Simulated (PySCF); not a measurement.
**Electron correlation in Ni²⁺ (nickel, charge +2)**

[Ar] 3d7 4s1, 4s spin antiparallel (an excited configuration). Calculation: PySCF 2.14, in aug-cc-pVDZ (7s6p4d2f, 59 functions); no relativity, point nucleus. Frozen: [Ar]; 8 electrons correlated.

MP2 pair energies summed by pair of shells (mhartree):

```json
{"pair": "3d-3d", "energy": "-135.84", "share (%)": "86.4"}
{"pair": "3d-4s", "energy": "-21.41", "share (%)": "13.6"}
```

Total MP2 correlation energy: -157.25 mhartree.

Same-spin part -65.26 and opposite-spin part -91.98 mhartree; SCS-MP2 scales them by 1/3 and 6/5 to -132.13 mhartree.
